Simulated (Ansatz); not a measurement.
One change: `[F][Al]([F])[SH]` becomes `[F][Al]([F])[Cl]`.

Ansatz, PBE0-D4/def2-TZVP geometries, multiplicity 1. Each molecule was computed in one conformer, which needn't be the lowest.

```csv
property,`[F][Al]([F])[SH]`
size of the dipole moment (PBE/def2-TZVPP) / D,1.32
HOMO energy (ωB97M-V/def2-TZVPP) / eV,-10.54
HOMO energy (PBE/def2-TZVPP) / eV,-7.11
size of the dipole moment (B3LYP/def2-TZVPP) / D,1.34
zero-point energy (PBE0-D4/def2-TZVP) / kJ/mol,39.0
size of the dipole moment (ωB97M-V/def2-TZVPP) / D,1.28
```

What does the change do to each property? (An estimate is asked.)

The calculation gave: 
| property | `[F][Al]([F])[Cl]` | shift |
| --- | --- | --- |
| size of the dipole moment (PBE/def2-TZVPP) / D | 0.47 | -0.85 |
| HOMO energy (ωB97M-V/def2-TZVPP) / eV | -12.25 | -1.71 |
| HOMO energy (PBE/def2-TZVPP) / eV | -8.46 | -1.35 |
| size of the dipole moment (B3LYP/def2-TZVPP) / D | 0.49 | -0.85 |
| zero-point energy (PBE0-D4/def2-TZVP) / kJ/mol | 17.8 | -21.2 |
| size of the dipole moment (ωB97M-V/def2-TZVPP) / D | 0.46 | -0.82 |

With PBE0 the HOMO falls by 1.60 eV and the LUMO falls by 0.30 eV, so the gap widens by about 1.30 eV. PBE moves the HOMO by -1.35 eV and ωB97M-V by -1.71 eV. The zero-point energy changes by -21.2 kJ/mol with -3 modes. Dipoles are sizes alone; their direction can turn.

B3LYP here is the variant with VWN-RPA as its local correlation; programs differ in this.
